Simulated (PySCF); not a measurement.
`O[SiH2]O/C=C\Cl`, C2H5ClO2Si

Molfile (atoms numbered from 1):
```
C2H5ClO2Si
     RDKit          3D

 11 10  0  0  0  0  0  0  0  0999 V2000
   -2.0953   -0.4397    0.7649 O   0  0  0  0  0  0  0  0  0  0  0  0
   -1.6661    0.4467   -0.5117 Si  0  0  0  0  0  4  0  0  0  0  0  0
   -0.1039    0.8406   -0.2033 O   0  0  0  0  0  0  0  0  0  0  0  0
    0.7747    1.5612   -0.9028 C   0  0  0  0  0  0  0  0  0  0  0  0
    2.0412    1.7197   -0.5368 C   0  0  0  0  0  0  0  0  0  0  0  0
    2.6836    1.0009    0.8872 Cl  0  0  0  0  0  0  0  0  0  0  0  0
   -1.4679   -0.6209    1.4613 H   0  0  0  0  0  0  0  0  0  0  0  0
   -2.4822    1.6545   -0.5697 H   0  0  0  0  0  0  0  0  0  0  0  0
   -1.7405   -0.3642   -1.7222 H   0  0  0  0  0  0  0  0  0  0  0  0
    0.4176    2.0344   -1.8102 H   0  0  0  0  0  0  0  0  0  0  0  0
    2.7418    2.3056   -1.1042 H   0  0  0  0  0  0  0  0  0  0  0  0
  1  2  1  0
  2  3  1  0
  3  4  1  0
  4  5  2  0
  5  6  1  0
  1  7  1  0
  2  8  1  0
  2  9  1  0
  4 10  1  0
  5 11  1  0
M  END
```

Computed, not measured: GIAO PBE/pcSseg-1 magnetisability, rotational g tensor and spin-rotation constants, non-relativistic, gas phase in PySCF. Geometry: GFN2-xTB, dihedral held. The dihedral O1–Si2–O3–C4 is held at 180°.

How diamagnetic is it, and how anisotropic?

Isotropic -1050 × 10⁻³⁰ J/T², or -63.2 × 10⁻⁶ cm³/mol; principal values -1128, -1034, -986 × 10⁻³⁰ J/T², anisotropy 125 × 10⁻³⁰ J/T² (root of half the summed squared differences of the principal values). The susceptibility is in cgs units.

Split it along the inertial axes a, b, c into diamagnetic and paramagnetic parts about the centre of mass, with the quadrupole moment.


```csv
axis,χ (10⁻⁶ cm³/mol),diamagnetic (10⁻⁶ cm³/mol),paramagnetic (10⁻⁶ cm³/mol),summed x² of all electrons (Å²),quadrupole Θ (D Å)
a,-59.6,-302.8,243.2,268.3,-6.96
b,-62.1,-1197.1,1135.0,57.5,+9.93
c,-68.0,-1382.5,1314.6,13.8,-2.98
```
Anisotropies 2χaa − χbb − χcc = +10.8 and 2χbb − χaa − χcc = +3.4 × 10⁻⁶ cm³/mol. Θ is traceless in Buckingham's convention.

And the rotational g tensor?


```
axis  rotational constant (GHz)        g  nuclear part  electronic part
   a                     5.7930  -0.0669        0.5951          -0.6620
   b                     1.0118  -0.0152        0.5243          -0.5395
   c                     0.8705  -0.0076        0.5300          -0.5376
```
Asymmetric top; isotopes 12C, 35Cl, 1H, 16O, 28Si; no vibrational averaging.
